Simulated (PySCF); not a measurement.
# Relaxation of quintet CoO(OH)

Method: PySCF, UPBE0, basis Co def2-SVP, O def2-SVP, H def2-SVP (no relativity, density fitting). A (50,194) grid was used.

A hand-made linear (heavy-atom frame) start, of Cs symmetry, held to at least that symmetry:

```xyz
4
charge 0 multiplicity 5, angstrom
Co   -0.0081    0.0000    0.0502
O    -0.0081    0.0000    1.6502
O    -0.0081    0.0000   -1.6898
H     0.7273    0.0000   -2.3069
```

Optimiser trace:
| step | E − E(last) (kJ/mol) | largest gradient (Eh/bohr) |
| --- | --- | --- |
| 0 | 1.20 | 0.01127 |
| 1 | 0.15 | 0.00185 |
| 2 | 0.10 | 0.00105 |
| 3 | 0.07 | 0.00099 |
| 4 | 0.02 | 0.00121 |
| 5 | 0.01 | 0.00086 |
| 6 | 0.00 | 0.00020 |

It ends at Cs with Co–O 1.612 Å, Co–O 1.758 Å, O–H 0.958 Å; Co–O–H 134.0°, O–Co–O 179.0° (after a last refinement on a finer grid). A frequency run shows a minimum. Other isomers or separated fragments may lie lower.

Open d and f shells are described by one determinant, and the ground state may have another occupation or spin.

The relaxation took of the order of 30 core-seconds on a shared host.
